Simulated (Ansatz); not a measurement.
Geometry optimisation, RKS PBE0-D4/def2-SVP in Ansatz 0.2.0.

input.yaml

```yaml
crystal:
  periodic: [false, false, false]
  atoms:
    - { symbol: Si, position_ang: [-0.350836, -0.496108, -0.645817] }
    - { symbol: Br, position_ang: [1.505424, 0.204254, -1.797678] }
    - { symbol: H, position_ang: [-0.734061, -1.785385, -1.278916] }
    - { symbol: H, position_ang: [-1.375274, 0.555321, -0.857832] }
    - { symbol: "N", position_ang: [-0.097099, -0.791478, 1.018885] }
    - { symbol: H, position_ang: [0.614092, 2.020299, 0.15944] }
    - { symbol: H, position_ang: [-0.030019, 1.987433, 0.439153] }
    - { symbol: H, position_ang: [0.130809, -0.034284, 1.652665] }
    - { symbol: H, position_ang: [0.336964, -1.660052, 1.3101] }
basis:
  gaussian: { orbitals: def2-SVP }
hamiltonian:
  xc: pbe0
  dispersion: d4
relax:
  f_tol: 0.03
  max_steps: 50
output:
  orbitals: {}
```

Launched with:

```bash
$ ansatz run input.yaml --threads 2 --pin off --max-ram 3072MiB --backend cpu --events-out ev --progress --plain --runs-dir out
```

Question: Where does it end, and by what steps?

Answer: The run converged. The force dipped under the threshold on the way, but the program's further checks kept it going. After 12 steps the energy has fallen by 0.186 eV; H7 moved furthest, 0.82 Å.

```
step  energy less start (eV)  largest force component (eV/Å)  accepted
   0                  0.0000                           2.253       yes
   1                 -0.1344                           0.131       yes
   2                 -0.1657                           0.153       yes
   3                 -0.1605                           0.647        no
   4                 -0.1751                           0.087       yes
   5                 -0.1804                           0.052       yes
   6                 -0.1827                           0.097       yes
   7                 -0.1834                           0.033       yes
   8                 -0.1840                           0.026       yes
   9                 -0.1844                           0.140       yes
  10                 -0.1840                           0.111        no
  11                 -0.1854                           0.031       yes
  12                 -0.1856                           0.002       yes
```

```xyz
9
Properties=species:S:1:pos:R:3
Si -0.383 -0.699 -0.732
Br 1.414 0.066 -1.862
H -0.690 -2.027 -1.323
H -1.453 0.305 -0.962
N -0.153 -0.891 0.955
H 0.653 2.307 0.272
H 0.245 2.659 0.812
H -0.057 -0.069 1.541
H 0.424 -1.651 1.300
```

Whether the end is a true minimum wasn't checked by a vibrational analysis.

The run took 17 s on 2 threads of AMD EPYC 9R14 (Zen 4), on a shared host, peak memory 0.21 GiB.
